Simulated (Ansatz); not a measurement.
`[AlH2][CH]1C[SiH2]1` at its PBE0-D4/def2-TZVP geometry, where that method's forces vanish. Total charge 0; spin multiplicity 1.

```xyz
11

Al    0.5358    1.5894   -0.8712
C    -0.6514    0.3518   -0.0276
C    -0.7834   -1.1509   -0.2955
Si    0.4312   -0.7756    1.0346
H     1.5929    1.0547   -1.9310
H     0.5121    3.1060   -0.4045
H    -1.4550    0.7809    0.5702
H    -0.4106   -1.5129   -1.2491
H    -1.7265   -1.6070   -0.0105
H     0.0781   -0.9759    2.4538
H     1.8768   -0.8605    0.7309
```

Q: What forces (eV/Å) does ωB97M-V/def2-TZVPP give on these atoms in Ansatz 0.2.0? (An estimate is asked.)

A: Ansatz gave: 
```
Al1  0.046  0.070 -0.054
C2   0.048  0.228  0.110
C3   0.002 -0.245 -0.030
Si4  0.030 -0.028  0.082
H5  -0.100  0.049  0.104
H6   0.005 -0.151 -0.050
H7   0.055 -0.040 -0.058
H8  -0.048  0.039  0.066
H9   0.077  0.046 -0.033
H10  0.046  0.018 -0.170
H11 -0.162  0.015  0.033
```
